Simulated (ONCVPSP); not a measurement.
# phosphorus (P): excitation energies, all-electron against ONCV

ONCVPSP 4.0.1 input, shortened (lines: element, Z, core and valence counts, functional; n l f; lmax; l rc ep ncon nbas qcut; lloc lpopt rc5 dvloc0; l nproj debl; icmod fcfact rcfact), LDA (Perdew-Wang 92), scalar-relativistic:

```
  P 15.00    1    4  -001012      upf
    1    0    2.00
    2    0    2.00
    2    1    6.00
    3    0    2.00
    3    1    3.00
    1
    0    0.95    0.00    4    7   14.70
    1    1.05    0.00    4    8   14.50
    4    4    0.90    2.00
    0    2    3.10
    1    2    2.50
    3    3.00    1.10
```

Energies are relative to the spin-unpolarised reference configuration 2s2 2p6 3s2 3p3; without spin polarisation the order of configurations can differ from experiment.

| valence configuration | charge | ΔE all-electron (eV) | error AE − PS (meV) |
| --- | --- | --- | --- |
| 2s2 2p6 3s2 3p2 | +1 | 9.815 | +0.3 |
| 2s2 2p6 3s2 3p0 | +3 | 58.948 | +12 |

What are ΔE and the potential's error for 2s2 2p6 3s2 3p1?

ΔE = 29.059 eV all-electron; the error (AE − PS) is +2.8 meV.

What are ΔE and the potential's error for 2s2 2p6 3s1 3p3?

ΔE = 18.889 eV all-electron; the error (AE − PS) is -1.6 meV.

Levels in the configuration 2s2 2p6 3s2 3p2:

```tsv
level	all-electron (eV)	pseudo (eV)
2s	-183.771	-183.763
2p	-135.164	-135.127
3s	-23.321	-23.320
3p	-14.301	-14.299
```
